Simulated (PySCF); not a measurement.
# Relaxation of singlet SbH₆⁻

Method: PBE0/[Sb def2-TZVPD with ECP28, H def2-TZVPD], scalar-relativistic core potentials, density fitting, no spin–orbit coupling, PySCF. A (50,194) grid was used.

A hand-made trigonal prismatic start, of D3h symmetry, held to at least that symmetry:

```xyz
7
charge -1 multiplicity 1, angstrom
Sb    0.0000    0.0000    0.0000
H     1.2981    0.0000    1.1284
H    -0.6491    1.1242    1.1284
H    -0.6491   -1.1242    1.1284
H     1.2981    0.0000   -1.1284
H    -0.6491    1.1242   -1.1284
H    -0.6491   -1.1242   -1.1284
```

**Question.** What forces act on the atoms at the start (eV/Å)?

**Answer.** 
| atom | Fx | Fy | Fz |
| --- | --- | --- | --- |
| Sb1 | 0.00 | 0.00 | 0.00 |
| H2 | 1.00 | 0.00 | 0.76 |
| H3 | -0.50 | 0.87 | 0.76 |
| H4 | -0.50 | -0.87 | 0.76 |
| H5 | 1.00 | 0.00 | -0.76 |
| H6 | -0.50 | 0.87 | -0.76 |
| H7 | -0.50 | -0.87 | -0.76 |

**Question.** What does it relax to?

**Answer.** It ends at D3h with Sb–H 1.815 Å (×6); H–Sb–H 80.9° (×3), H–Sb–H 82.4° (×6), H–Sb–H 135.3° (×6). A frequency run shows 1 imaginary mode, down to 718i cm⁻¹, so it is a saddle point. Other isomers or separated fragments may lie lower.

**Question.** How much energy is released, and in how many steps?

**Answer.** 32.6 kJ/mol in 4 steps.

The relaxation took of the order of 28 core-seconds on a shared host.
